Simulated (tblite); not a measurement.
C7H9O2P.
Z-matrix (Å and degrees, GFN2-xTB geometry), rows numbered from 1:
```
C 
C   1  1.5053
C   2  1.5632  1  116.85
P   3  1.8118  2   64.70  1  -110.03
O   4  1.4682  2  123.69  3  -107.29
C   4  1.7840  2  113.01  3   100.65
C   6  1.4212  4  130.58  2   -27.36
C   7  1.3580  6  105.48  4   179.89
O   8  1.3446  7  110.92  6    -0.11
C   9  1.3351  8  107.29  7     0.05
H   1  1.0883  2  110.71  3   172.26
H   1  1.0891  2  109.52  3    52.87
H   1  1.0904  2  110.94  3   -67.22
H   2  1.0835  1  114.52  3   137.56
H   3  1.0801  2  116.65  4  -115.36
H   3  1.0824  2  114.88  4   108.50
H   7  1.0702  6  127.19  4    -0.28
H   8  1.0722  7  131.83  6   179.93
H  10  1.0718  6  130.76  4     0.25
```

Computed with GFN2-xTB (tblite): harmonic, unscaled wavenumbers at the GFN2-xTB geometry, gas phase. Against measured fundamentals such values can be off by several per cent, at times by over 20. One conformer, not necessarily the lowest.

Harmonic wavenumbers (cm⁻¹): 50.2, 77.7, 96.1, 163.9, 185.5, 222.6, 254.1, 324.7, 333.0, 380.5, 473.5, 596.4, 603.5, 684.3, 686.2, 748.8, 767.4, 785.2, 828.3, 852.7, 888.9, 923.8, 949.9, 971.1, 1012.6, 1030.1, 1070.3, 1095.5, 1119.8, 1141.6, 1158.8, 1202.0, 1218.2, 1272.0, 1293.4, 1364.8, 1387.9, 1409.6, 1460.5, 1484.7, 1488.3, 1544.0, 2996.0, 3019.4, 3027.8, 3030.0, 3049.9, 3075.5, 3168.3, 3178.3, 3191.4.

A = 2718, B = 724.2, C = 632.5 MHz; mass 156.034 u (most abundant isotopes); point group C1, symmetry number 1.

Q: What is the zero-point energy?

A: ½Σν̃ = 31670 cm⁻¹ = 90.55 kcal/mol.

Q: What is S at 400 K and 1 bar for an ideal gas of classical rigid rotors and harmonic oscillators?

A: Translation 42.53, rotation 30.81, vibration 39.65: S = 113.0 cal/(mol K).

Q: And Cp and H(400 K) − H(0)?

A: Cp = 50.45 cal/(mol K), of which vibrations give 42.51 (their classical limit is 51 R = 101.3); H(400 K) − H(0) = 11.57 kcal/mol without the zero-point energy, 8.39 from vibrations.

Q: What must be added to the electronic energy to get the Gibbs energy at 400 K and 1 bar?

A: ZPE + [H(400 K) − H(0)] − T·S = 90.55 + 11.57 − 45.20 = 56.92 kcal/mol.

Q: Which modes carry the vibrational entropy at 400 K?

A: 50.2 cm⁻¹: 5.39; 77.7 cm⁻¹: 4.53; 96.1 cm⁻¹: 4.11; 163.9 cm⁻¹: 3.07; 185.5 cm⁻¹: 2.83; 222.6 cm⁻¹: 2.48 cal/(mol K); the other 45 give 17.25 together.

Q: Blend soft modes into free rotors: weight 1/[1 + (100 cm⁻¹/ν̃)⁴] for the oscillator and the rest for a rotor with moment μB/(μ + B), μ = h/(8π²ν), B = 10⁻⁴⁴ kg m². What vibrational entropy results?

A: 36.79 cal/(mol K) in place of 39.65, which changes −T·S at 400 K by +1.14 kcal/mol.

Q: How do the functions run with temperature in this model?

A: 
```json
{"T (K)": "150", "S (cal/(mol K))": "79.0", "Cp (cal/(mol K))": "23.5", "H − H(0) (kcal/mol)": "2.34", "G − H(0) (kcal/mol)": "-9.50", "ln q(vib)": "2.88"}
{"T (K)": "250", "S (cal/(mol K))": "93.4", "Cp (cal/(mol K))": "34.0", "H − H(0) (kcal/mol)": "5.21", "G − H(0) (kcal/mol)": "-18.13", "ln q(vib)": "5.47"}
{"T (K)": "298.15", "S (cal/(mol K))": "99.8", "Cp (cal/(mol K))": "39.5", "H − H(0) (kcal/mol)": "6.98", "G − H(0) (kcal/mol)": "-22.78", "ln q(vib)": "6.72"}
{"T (K)": "600", "S (cal/(mol K))": "136.7", "Cp (cal/(mol K))": "66.6", "H − H(0) (kcal/mol)": "23.40", "G − H(0) (kcal/mol)": "-58.65", "ln q(vib)": "14.66"}
{"T (K)": "900", "S (cal/(mol K))": "166.7", "Cp (cal/(mol K))": "81.0", "H − H(0) (kcal/mol)": "45.74", "G − H(0) (kcal/mol)": "-104.33", "ln q(vib)": "22.18"}
```

q(vib) and H(0) count from the zero-point level.

Hindered rotation and anharmonicity are outside this model. Other conformers, if any are populated, would add a mixing term that is left out. The structure is chiral; the term R ln 2 for an equal mix with its mirror image is left out.
